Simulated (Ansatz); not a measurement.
Start from `C#CC[CH2][GeH3]` and change one atom or group to get `C[CH2][GeH3]`.

Ansatz, PBE0-D4/def2-TZVP geometries, multiplicity 1. Each molecule was computed in one conformer, which needn't be the lowest.

Scalar relativity is left out up to krypton.

```json
{"property": "size of the dipole moment (PBE/def2-TZVPP) / D", "`C#CC[CH2][GeH3]`": "0.19"}
{"property": "LUMO energy (ωB97M-V/def2-TZVPP) / eV", "`C#CC[CH2][GeH3]`": "2.13"}
{"property": "HOMO energy (PBE0/def2-TZVPP) / eV", "`C#CC[CH2][GeH3]`": "-7.73"}
{"property": "HOMO–LUMO gap (ωB97M-V/def2-TZVPP) / eV", "`C#CC[CH2][GeH3]`": "12.11"}
{"property": "HOMO–LUMO gap (B3LYP/def2-TZVPP) / eV", "`C#CC[CH2][GeH3]`": "7.75"}
{"property": "LUMO energy (B3LYP/def2-TZVPP) / eV", "`C#CC[CH2][GeH3]`": "0.25"}
```

Q: What does the change do to each property? (Best estimate.)

A: The calculation gave: 
```
                                      property  `C[CH2][GeH3]`  shift
size of the dipole moment (PBE/def2-TZVPP) / D            0.88   0.69
         LUMO energy (ωB97M-V/def2-TZVPP) / eV            2.33   0.20
            HOMO energy (PBE0/def2-TZVPP) / eV           -8.28  -0.55
       HOMO–LUMO gap (ωB97M-V/def2-TZVPP) / eV           12.81   0.70
         HOMO–LUMO gap (B3LYP/def2-TZVPP) / eV            8.61   0.86
           LUMO energy (B3LYP/def2-TZVPP) / eV            0.53   0.28
```

With PBE0 the HOMO falls by 0.55 eV and the LUMO rises by 0.31 eV, so the gap widens by about 0.86 eV. PBE moves the HOMO by -0.52 eV and ωB97M-V by -0.50 eV. Dipoles are sizes alone; their direction can turn.

B3LYP here is the variant with VWN-RPA as its local correlation; programs differ in this.
